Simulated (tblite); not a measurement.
**Question.** What does the GFN2-xTB structure of InChI=1S/C5H14OSi2/c1-2-3-4-8-6-5-7/h2-3H,4-5,8H2,1,7H3/b3-2+ look like in three dimensions?

**Answer.** 
Z-matrix in Å and degrees, rows numbered from 1:
```
C 
C   1  1.4939
C   2  1.3231  1  124.78
C   3  1.4847  2  125.14  1   178.74
Si  4  1.8970  3  109.93  2  -106.67
O   5  1.6187  4  102.73  3  -176.06
C   6  1.4129  5  127.97  4  -179.91
Si  7  1.9054  6  105.65  5  -153.36
H   1  1.0875  2  110.83  3     1.17
H   1  1.0903  2  110.40  3  -119.37
H   1  1.0904  2  110.42  3   121.82
H   2  1.0831  1  115.44  3  -179.77
H   3  1.0827  2  119.50  1     0.81
H   4  1.0897  3  110.00  2    14.71
H   4  1.0907  3  109.78  2   132.91
H   5  1.4684  4  111.58  3    63.64
H   5  1.4701  4  112.15  3   -57.40
H   7  1.0932  6  109.99  5   -31.13
H   7  1.0943  6  108.67  5    85.36
H   8  1.4653  7  108.90  6  -178.37
H   8  1.4615  7  108.17  6   -57.98
H   8  1.4625  7  108.10  6    61.58
```

Si5 (oxygen-bound silicon) is distorted tetrahedral (angles from 102.7° to 112.2°). The C–C distances run from 1.323 Å (C2=C3, drawn double) to 1.494 Å (C1–C2, drawn single), a spread of 0.171 Å. Si8 (SiH3 silicon) is tetrahedral (angles from 108.1° to 110.7°). Of the pairs four or more bonds apart, H9···H13 is among the closest relative to their van der Waals radii: 2.40 Å, 100 % of the sum of Bondi's values.

Structure optimised with GFN2-xTB, isolated species.

Point group: C1 (no symmetry element, even within 0.4 Å). Its lowest GFN2-xTB frequency is 5 cm⁻¹, too small to tell a flat minimum from a shallow saddle. One conformer, not necessarily the lowest (C2–C3–C4–Si5 -107°, C3–C4–Si5–O6 -176°, C4–Si5–O6–C7 180°, Si5–O6–C7–Si8 -153°).

All values are computed, not measured.
